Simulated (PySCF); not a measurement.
A run for PySCF: D3(BJ) and D4 dispersion corrections on AsH4In (SMILES [AsH2][InH2]), a point of a torsion scan.

```python
from pyscf import gto
from pyscf.dispersion import dftd3, dftd4

mol = gto.M(
    atom='''
    As   -1.51737965   -0.25827508   -0.73524190
    In    0.97572439    0.21777892   -0.17002670
    H    -1.85166824    1.06589760   -0.08689907
    H    -1.63335455   -0.92200913    0.61626720
    H     2.01684506   -0.78543581    0.84714549
    H     1.92811632    1.60210508   -0.71898691
    ''',
    basis='def2-svp',
    charge=0, spin=0, verbose=0, max_memory=1800)
d3, d4 = {}, {}
for xc in ['hf', 'pbe', 'blyp', 'revpbe', 'tpss', 'r2scan', 'b3lyp', 'pbe0', 'bhlyp', 'camb3lyp', 'b2plyp']:
    d3[xc] = float(dftd3.DFTD3Dispersion(mol, xc=xc, version='d3bj', atm=False).get_dispersion()['energy'])
    print(f'D3(BJ) {xc:10s} {d3[xc]:14.8f} Eh')
for xc in ['hf', 'pbe', 'blyp', 'revpbe', 'tpss', 'r2scan', 'b3lyp', 'pbe0', 'bhlyp', 'camb3lyp', 'b2plyp']:
    d4[xc] = float(dftd4.DFTD4Dispersion(mol, xc={'camb3lyp': 'cam-b3lyp'}.get(xc, xc), atm=True).get_dispersion()['energy'])
    print(f'D4     {xc:10s} {d4[xc]:14.8f} Eh')
```

Program output:

```
D3(BJ) hf            -0.03427587 Eh
D3(BJ) pbe           -0.00369028 Eh
D3(BJ) blyp          -0.00876481 Eh
D3(BJ) revpbe        -0.00845639 Eh
D3(BJ) tpss          -0.00489942 Eh
D3(BJ) r2scan        -0.00101085 Eh
D3(BJ) b3lyp         -0.00744255 Eh
D3(BJ) pbe0          -0.00347864 Eh
D3(BJ) bhlyp         -0.00704149 Eh
D3(BJ) camb3lyp      -0.00369550 Eh
D3(BJ) b2plyp        -0.00410396 Eh
D4     hf            -0.01237388 Eh
D4     pbe           -0.00383685 Eh
D4     blyp          -0.00812350 Eh
D4     revpbe        -0.00953246 Eh
D4     tpss          -0.00508577 Eh
D4     r2scan        -0.00083526 Eh
D4     b3lyp         -0.00630128 Eh
D4     pbe0          -0.00325889 Eh
D4     bhlyp         -0.00604486 Eh
D4     camb3lyp      -0.00340416 Eh
D4     b2plyp        -0.00261448 Eh
```

The run finished.

Cost: very roughly 0.03 core-seconds.
